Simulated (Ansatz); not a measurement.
Species: [Nb(F)(OH)4] (charge 0, multiplicity 1).

Question: Give a relaxed geometry from r2SCAN-D4/def2-SVP in Ansatz (a first-principles code).

Answer: Several could match; the one computed here: the end point of this relaxation, one of several conformers.
Cartesian coordinates (Å) in one orientation:
```xyz
10

Nb     0.373    -0.237     0.138
F     -1.252     0.532    -0.578
O      1.937    -0.978     0.830
H      2.741    -1.361     1.191
O     -0.664    -1.822     0.347
H     -1.593    -1.806     0.074
O      1.123     0.168    -1.567
H      0.559     0.590    -2.232
O      0.251     1.139     1.451
H     -0.491     1.759     1.403
```
